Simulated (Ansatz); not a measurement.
Clusters of 3 atoms, halide: PBE-D4/def2-TZVPD single points in Ansatz on relaxed structures, gas phase. Each cluster is the lowest isomer that a short search found in that spin, judged at the geometry's level, and lower ones may exist. Core potentials for I, Rb, Tl, no spin–orbit coupling. HOMO and LUMO are taken over both spins. Binding counts from free atoms in the multiplicity of their measured ground term, without zero-point energy. Singlets are spin-restricted. A dash marks a value that wasn't run or was left out as unsound. The structures are stationary points that may keep the symmetry of their start. Remarks come from the PBE and PBE0 runs and from stability tests at other levels; not every state was tested. A HOMO above zero means that the electron is unbound at that level and held by the basis, or that self-interaction error raises the level; the energy of removing that electron tells which. HOMO above LUMO (over both spins in singlets and doublets, within one spin in higher multiplets; at PBE or PBE0), or a gap under 0.15 eV within one spin, warns that the state may not be the lowest or that an electron is smeared out.

```json
{"species": "GeI2", "atoms": "3", "state": "singlet", "geometry": "B3LYP-D4/def2-TZVP", "HOMO (eV)": "-6.36", "LUMO (eV)": "-4.04", "gap (eV)": "2.32", "binding per atom (eV)": "2.24", "lowest of the spins relaxed": "–", "point group (within 0.1 Å)": "C2v", "remarks": "gap within one spin near zero at PBE or PBE0 (quintet)"}
{"species": "GeCl2⁻", "atoms": "3", "state": "doublet", "geometry": "PBE-D4/def2-TZVPD", "HOMO (eV)": "1.15", "LUMO (eV)": "–", "gap (eV)": "–", "binding per atom (eV)": "–", "lowest of the spins relaxed": "doublet, of doublet/quartet", "point group (within 0.1 Å)": "C2v", "remarks": "HOMO above zero at PBE or PBE0, HOMO above zero (quartet)"}
{"species": "Rb2Br", "atoms": "3", "state": "doublet", "geometry": "PBE0-D4/def2-TZVP", "HOMO (eV)": "-2.35", "LUMO (eV)": "-1.79", "gap (eV)": "0.56", "binding per atom (eV)": "1.54", "lowest of the spins relaxed": "–", "point group (within 0.1 Å)": "C2v", "remarks": "–"}
{"species": "CuCl2⁻", "atoms": "3", "state": "singlet", "geometry": "B3LYP-D4/def2-TZVPD", "HOMO (eV)": "-0.66", "LUMO (eV)": "–", "gap (eV)": "–", "binding per atom (eV)": "–", "lowest of the spins relaxed": "singlet, of singlet/triplet", "point group (within 0.1 Å)": "D∞h", "remarks": "HOMO above zero (triplet), HOMO above zero (quintet), gap within one spin near zero at PBE or PBE0 (quintet)"}
{"species": "GeBr2⁻", "atoms": "3", "state": "doublet", "geometry": "B3LYP-D4/def2-TZVPD", "HOMO (eV)": "0.80", "LUMO (eV)": "–", "gap (eV)": "–", "binding per atom (eV)": "–", "lowest of the spins relaxed": "doublet, of doublet/quartet", "point group (within 0.1 Å)": "C2v", "remarks": "HOMO above zero at PBE or PBE0, HOMO above zero (quartet)"}
```

(1) Estimate the rows for Tl2Br (doublet, PBE-D4/def2-TZVP geometry); CuF2 (doublet, PBE-D4/def2-TZVP geometry).

(1) 
```
species  atoms    state          geometry  HOMO (eV)  LUMO (eV)  gap (eV)  binding per atom (eV)  lowest of the spins relaxed  point group (within 0.1 Å)                                                remarks
  Tl2Br      3  doublet  PBE-D4/def2-TZVP      -3.41      -2.75      0.66                   1.81                            –                         C2v                                                      –
   CuF2      3  doublet  PBE-D4/def2-TZVP      -7.75      -7.72      0.03                   2.71                            –                         D∞h  near-degenerate levels, gap within one spin near zero
```

The gap (eV) runs from 0.03 (CuF2) to 2.32 (GeI2).
